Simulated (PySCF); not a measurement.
A GIAO shielding run with PySCF 2.14.0 with density-fitted response routines (density fitting, non-relativistic, gas phase) on SMILES O=COC1=C[S@@](=O)CC1, C5H6O3S:

```
{"job": {"kind": "nmr", "xc": "PBE0", "basis": "pcSseg-1"}, "charge": 0, "multiplicity": 1}
O      2.415732     2.013169    -0.395397
C      2.612042     0.856587    -0.605484
O      1.751914    -0.152336    -0.498477
C      0.433355     0.028728    -0.130782
C     -0.226723     1.154723     0.092636
S     -1.987814     0.873390     0.444523
O     -2.655105     0.890034    -0.855427
C     -1.573715    -0.905696     0.828299
C     -0.339349    -1.252728     0.017425
H      3.579747     0.433190    -0.924127
H      0.142008     2.157518     0.000742
H     -1.376647    -0.935738     1.898057
H     -2.437172    -1.520319     0.590561
H     -0.616338    -1.612760    -0.977050
H      0.273650    -2.019772     0.492588
```

Hardware: 1 thread of an Arm Neoverse V1, shared host. The job also computes population analyses, field gradients, ring-centre shieldings.

(1) How large is the calculation?

(2) How long does it take?

## Answers

(1) 76 electrons, 190 basis functions and 1007 auxiliary functions.

(2) 27 s of wall time, with 15 SCF cycles and 5 response iterations. Times on a shared host scatter by some tens of per cent.
